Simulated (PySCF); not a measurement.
Scandium: a sound run and one with changed settings

Sound run: Sc [Ar] 3d1 4s2, Sc⁺ [Ar] 3d1 4s1. Computed with PySCF 2.14 in 6-31G*, with no relativity, point nucleus. In the sound run the correlated levels freeze [Ar]. The sound run starts from symmetry-adapted Hartree-Fock orbitals and uses a fine grid where one is needed.

Changed run: the spin-free X2C one-electron Hamiltonian (Gaussian nucleus). This setting is unsound on purpose.

```json
{"species": "Sc", "method": "UHF", "sound run (hartree)": "-759.67571", "changed run (hartree)": "-762.72175", "converged": "yes"}
{"species": "Sc", "method": "M06-2X", "sound run (hartree)": "-760.54500", "changed run (hartree)": "-763.59126", "converged": "yes"}
{"species": "Sc", "method": "MP2", "sound run (hartree)": "-759.69640", "changed run (hartree)": "-762.74249", "converged": "yes"}
{"species": "Sc⁺", "method": "UHF", "sound run (hartree)": "-759.47888", "changed run (hartree)": "-762.52380", "converged": "yes"}
{"species": "Sc⁺", "method": "M06-2X", "sound run (hartree)": "-760.29591", "changed run (hartree)": "-763.34070", "converged": "yes"}
{"species": "Sc⁺", "method": "MP2", "sound run (hartree)": "-759.48027", "changed run (hartree)": "-762.52519", "converged": "yes"}
```

Ionisation energy of Sc:

| method | sound run (eV) | changed run (eV) |
| --- | --- | --- |
| UHF | 5.356 | 5.386 |
| BP86 | 6.558 | 6.591 |
| M06-2X | 6.778 | 6.818 |
| MP2 | 5.881 | 5.913 |
| SCS-MP2 | 5.987 | 6.019 |

Most of the change in total energy is the relativistic energy itself. On top of that the contraction fixes the core shape for the Hamiltonian it was made with, so the changed run is not a good calculation with the other Hamiltonian either.

For comparison, NIST gives 6.561 eV between the lowest levels.
